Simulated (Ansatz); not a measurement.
Geometry optimisation, RKS PBE0/def2-SVP in Ansatz 0.2.0.

input.yaml

```yaml
crystal:
  periodic: [false, false, false]
  atoms:
    - { symbol: Si, position_ang: [0.0, 0.0, 0.0] }
    - { symbol: O, position_ang: [0.0, 0.0, 1.68] }
    - { symbol: H, position_ang: [-0.9095, -0.2814, 2.0171] }
    - { symbol: H, position_ang: [1.3768, 0.0, -0.4862] }
    - { symbol: O, position_ang: [-0.7913, 1.3709, -0.5594] }
    - { symbol: Si, position_ang: [-2.4002, 1.4263, -1.0396] }
    - { symbol: H, position_ang: [-3.2124, 0.6421, -0.1138] }
    - { symbol: H, position_ang: [-2.862, 2.8114, -1.0378] }
    - { symbol: H, position_ang: [-2.5267, 0.8736, -2.385] }
    - { symbol: H, position_ang: [-0.6877, -1.1914, -0.4862] }
basis:
  gaussian: { orbitals: def2-SVP }
hamiltonian:
  xc: pbe0
relax:
  f_tol: 0.02
  max_steps: 40
```

Launched with:

```bash
$ ansatz run input.yaml --threads 2 --pin off --max-ram 3072MiB --backend cpu --events-out ev --progress --plain --runs-dir out
```

Question: Where does it end, and by what steps?

Answer: It converged. After 9 steps the energy has fallen by 0.212 eV; H7 moved furthest, 0.48 Å.

| step | energy less start (eV) | largest force component (eV/Å) | accepted |
| --- | --- | --- | --- |
| 0 | 0.0000 | 1.949 | yes |
| 1 | -0.1282 | 0.665 | yes |
| 2 | -0.1613 | 0.366 | yes |
| 3 | -0.2001 | 0.142 | yes |
| 4 | -0.2025 | 0.201 | yes |
| 5 | -0.2107 | 0.045 | yes |
| 6 | -0.2118 | 0.033 | yes |
| 7 | -0.2121 | 0.057 | yes |
| 8 | -0.2123 | 0.033 | yes |
| 9 | -0.2124 | 0.004 | yes |

```xyz
10
Properties=species:S:1:pos:R:3
Si 0.044 -0.091 0.049
O 0.069 -0.021 1.703
H -0.689 -0.375 2.176
H 1.406 0.293 -0.389
O -1.033 0.979 -0.599
Si -2.526 1.468 -1.116
H -3.595 0.896 -0.239
H -2.597 2.955 -1.065
H -2.760 1.009 -2.518
H -0.332 -1.462 -0.412
```

Whether the end is a true minimum wasn't checked by a vibrational analysis.

The run took 22 s on 2 threads of Arm Neoverse V1, on a shared host, peak memory 0.19 GiB.
